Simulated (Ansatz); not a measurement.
`CS[SiH](N)F` at its PBE0-D4/def2-TZVP geometry, where that method's forces vanish. Total charge 0; spin multiplicity 1.

```xyz
11

C     0.5649   -0.0209   -2.0684
S     0.3325   -1.1265   -0.6443
Si   -0.4963    0.2106    0.7641
N    -0.2708   -0.4971    2.2806
F     0.2343    1.6241    0.5502
H    -0.3932    0.3074   -2.4699
H     1.0854   -0.6016   -2.8290
H     1.1703    0.8409   -1.7952
H    -1.9352    0.5110    0.5995
H    -0.8856   -0.3172    3.0557
H     0.5937   -0.9307    2.5566
```

Question: What forces (eV/Å) does r2SCAN-D4/def2-TZVPP give on these atoms in the Gaussian-basis code of Ansatz? (An estimate is asked.)

Answer: Computed: 
```
C1   0.034  0.119 -0.162
S2  -0.004 -0.137  0.128
Si3 -0.073 -0.009 -0.019
N4  -0.018  0.002 -0.013
F5   0.029  0.048 -0.021
H6   0.018 -0.002  0.006
H7  -0.015  0.020  0.016
H8  -0.011 -0.016 -0.008
H9   0.025 -0.005  0.013
H10  0.010 -0.012  0.032
H11  0.005 -0.009  0.028
```
